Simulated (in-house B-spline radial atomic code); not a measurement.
A run on B III (B2+) (an excited or competing configuration) that did not converge. Method: scalar-relativistic (X2C) TPSS, spin-polarised, spherical fractional occupations, Fermi nucleus of rms radius 2.406 fm; computed with a B-spline radial code for spherical atoms.

Command:
```bash
python run_scf.py task.json out
```
Settings (nuclear radius in fm, mass in u):
```
Z                5
configuration    [He] 3s1
hamiltonian      x2c
method           tpss,tpss
spin_polarised   True
nucleus          fermi
rms_radius       2.406
atomic_mass      11.00931
speed_of_light   137.035999084
```

First and last ten iterations of the last attempt (damped for 15 steps, keeping 80 % of the old Fock matrix, then DIIS):
```
 iter        energy (Eh)    residual
    1         -22.639166    6.63e-02
    2           9.872608    1.77e+00
    3           9.675301    1.77e+00
    4           9.492629    1.76e+00
    5           9.311180    1.76e+00
    6           9.121757    1.75e+00
    7           8.918092    1.75e+00
    8           8.694797    1.74e+00
    9           8.446805    1.73e+00
   10           8.166975    1.72e+00
  111          30.517212    3.99e+00
  112          30.856545    3.99e+00
  113          30.613066    3.99e+00
  114          23.041811    4.03e+00
  115       92327.608890    3.04e+01
  116       92904.128837    3.58e+01
  117      203254.501165    2.44e+01
  118      203641.023571    2.44e+01
  119          -8.145664    2.13e+00
  120       62782.209527    8.80e+00
 not converged after 120 iterations
```

The smallest residual met was 3.0e-02; the threshold is about 1e-07. No energy from this run should be used. Run time, properties included: 1.3 s on 1 thread of Arm Neoverse V1, with other jobs on the host.
